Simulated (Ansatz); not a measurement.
Isolated molecules relaxed with PBE0-D4/def2-TZVP in Ansatz; ΔE leaves out vibrations. CCSD(T)/CBS is the MP2 limit (def2-TZVPP, def2-QZVPP) plus CCSD(T) − MP2 in def2-TZVPP, frozen cores. This one scheme is used for every species. DFT in def2-TZVPP. Open shells (•) are unrestricted, without spin–orbit coupling. For Ge outer-core shells are correlated without core-valence functions, which leaves a few kJ/mol of doubt a bond. Scalar relativity is left out up to krypton.

GeH₄ + `[OH]`• → `[GeH3]`• + H₂O  (hydrogen abstraction from a Ge–H bond)

GeH₄:

Cartesian coordinates in Å:
```
Ge 0.000 0.000 0.000
H -0.284 -0.822 -1.263
H 1.338 0.734 -0.158
H 0.070 -0.935 1.214
H -1.124 1.024 0.207
```

`[OH]`•:

Cartesian coordinates in Å:
```
O -0.055 0.057 0.480
H 0.055 -0.057 -0.480
```

`[GeH3]`•:

```xyz
4

Ge    0.105    0.021    0.336
H    -1.352    0.512    0.270
H     0.215   -1.451   -0.102
H     1.031    0.919   -0.504
```

H₂O:

Cartesian coordinates in Å:
```
O 0.359 0.012 -0.151
H -0.472 -0.047 -0.626
H 0.114 0.035 0.777
```

| species | r2SCAN0-D4 energy (Eh) |
| --- | --- |
| GeH₄ | -2079.35682 |
| `[OH]`• | -75.72266 |
| `[GeH3]`• | -2078.71844 |
| H₂O | -76.41199 |

(1) Work out ΔE.

Largest T1 diagnostic among the species: 0.012.

Results:

(1) ΔE = (-2078.71844) + (-76.41199) − (-2079.35682) − (-75.72266) = -0.05095 Eh = -133.8 kJ/mol. CCSD(T)/CBS gives -146.7 kJ/mol.

From BLYP to BHLYP (50 % exact exchange), in def2-TZVPP and without D4, ΔE moves by +27.2 kJ/mol. At CCSD(T), def2-SVP lies +22.7 kJ/mol from the extrapolated value and def2-TZVPP +8.1 kJ/mol.
